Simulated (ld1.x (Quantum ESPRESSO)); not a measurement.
# Which change was made? (Cd, TM)

- Element: cadmium
- Generator: ld1.x (Quantum ESPRESSO) 7.5
- Type: norm-conserving Troullier–Martins (Kleinman–Bylander form)
- Functional: PBEsol
- Relativity: fully relativistic
- Frozen core: [Ar] 3d10 4s2
- Valence charge: 18
- Reference configuration: 4p6 4d10 5s1.5 5p0 (charge +0.5)
- Partial waves: 5s (bound): rc 2.50 bohr; 4p (bound): rc 1.40 bohr; 4d (bound): rc 1.05 bohr
- Local potential: the d channel
- Core correction: Bessel-smoothed model core inside 0.95 bohr

Open shells are filled in proportion to 2j + 1 (rel_dist='average').

Cutoffs, loose and tight: the cutoffs (Ry, on a coarse ladder) from which the occupation-weighted sum of valence levels, in a spherical-Bessel basis at the reference potential, stays within 10 and 1 mRy of its value at 400 Ry. They do not see the model core or the augmentation charge, which bear on the density cutoff. Test errors are all-electron minus pseudo excitation energies from the reference, over the configurations 4p6 4d10 5s2 5p0; 4p6 4d10 5s1 5p0; 4p6 4d10 5s0 5p0; 4p6 4d9 5s0 5p0; 4p6 4d8 5s0 5p0; 4p6 4d10 5s0 5p1; 4p6 4d9 5s2 5p1; variants that change the core or the reference have their own tests. The largest error is taken over the tests solved by every variant that gives reliable tests at all, those not shown here included: 4p6 4d10 5s0 5p0; 4p6 4d10 5s0 5p1; 4p6 4d10 5s1 5p0; 4p6 4d10 5s2 5p0; 4p6 4d8 5s0 5p0; 4p6 4d9 5s0 5p0.

The base gives: outcome: generated, misses its reference levels by 0.43 eV; cutoff, loose: 90 Ry; cutoff, tight: 120 Ry; bound ghosts: s; largest test error (meV): +64.

(1) After one change the result is: outcome: generated; cutoff, loose: 90 Ry; cutoff, tight: 120 Ry; bound ghosts: s; largest test error (meV): +49. Which change was it?
A. wave 4d (bound): rc 1.05 bohr becomes 4d (bound): rc 0.92 bohr
B. functional PBE
C. scalar-relativistic
D. reference 4p6 4d10 5s2 5p0

Answers

(1) C. The others give: reference 4p6 4d10 5s2 5p0 → outcome: generated, misses its reference levels by 0.42 eV; cutoff, loose: 90 Ry; cutoff, tight: 120 Ry; bound ghosts: s; largest test error (meV): -44 | functional PBE → outcome: generated, misses its reference levels by 0.42 eV; cutoff, loose: 90 Ry; cutoff, tight: 120 Ry; bound ghosts: s; largest test error (meV): +63 | wave 4d (bound): rc 1.05 bohr becomes 4d (bound): rc 0.92 bohr → outcome: generated, misses its reference levels by 0.43 eV; cutoff, loose: 160 Ry; cutoff, tight: 300 Ry; bound ghosts: s; largest test error (meV): +71.
